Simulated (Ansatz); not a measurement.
The cluster Be2O3⁻. Charge -1, multiplicity 2. Geometry r2SCAN-D4/def2-TZVPD, basis def2-TZVPD, Ansatz.

Cartesian coordinates in Å:
```
Be -0.897 -0.677 -0.894
Be 0.897 0.676 0.894
O -1.789 -1.347 -1.785
O 1.789 1.351 1.782
O -0.001 -0.003 0.003
```

| run | HOMO (eV) | LUMO (eV) |
| --- | --- | --- |
| A | -1.19 | -0.22 |
| B | -2.09 | 0.07 |
| C | -1.30 | -1.09 |
| D | -3.28 | 1.06 |
| E | -1.10 | -0.87 |
| F | -1.35 | -0.38 |

LC-ωPBE has ω = 0.4 bohr⁻¹. The structure comes from a short search, and lower isomers may exist.

HOMO and LUMO are taken over both spins.

Problem. The runs used CAM-B3LYP, LC-ωPBE, PBE, PBE0, r2SCAN, r2SCAN0. Estimate which is which.

Solution. A r2SCAN0 (25 % exact exchange); B CAM-B3LYP (range-separated); C PBE (0 % exact exchange); D LC-ωPBE (range-separated); E r2SCAN (0 % exact exchange); F PBE0 (25 % exact exchange). Exact exchange lowers occupied and raises empty levels; among semilocal functionals meta-GGAs tend to open the gap a little, and such runs are hard to tell apart. The gap grows from 0.21 eV (PBE) to 4.35 eV (LC-ωPBE).
